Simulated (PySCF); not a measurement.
PySCF 2.14 output of a UHF calculation on a single atom or ion in aug-cc-pVQZ-DK, with scalar relativity by spin-free X2C-1e:

```
SCF conv_tol = 1e-09
number electrons alpha = 17  beta = 15
cycle= 1 E= -2258.67368772308  delta_E= -0.0034  |g|= 0.021  |ddm|= 0.0643
cycle= 2 E= -2258.67409206289  delta_E= -0.000404  |g|= 0.00759  |ddm|= 0.0303
cycle= 3 E= -2258.67415539323  delta_E= -6.33e-05  |g|= 0.000493  |ddm|= 0.0205
cycle= 4 E= -2258.67415562868  delta_E= -2.35e-07  |g|= 0.000169  |ddm|= 0.00193
cycle= 5 E= -2258.67415563703  delta_E= -8.35e-09  |g|= 2.63e-05  |ddm|= 0.000695
cycle= 6 E= -2258.6741556377  delta_E= -6.72e-10  |g|= 5.01e-06  |ddm|= 0.000166
converged SCF energy = -2258.6741556377  <S^2> = 2.0090991  2S+1 = 3.0060599
```

The run itself started from symmetry-adapted Hartree-Fock orbitals and held the occupation by maximum overlap, so the iterations belong to that start.

Problem. Which element, charge and spin multiplicity is this?

Solution. As⁺ (arsenic, charge +1), multiplicity 3; the state was [Ar] 3d10 4s2 4p2, high-spin 3P determinant.
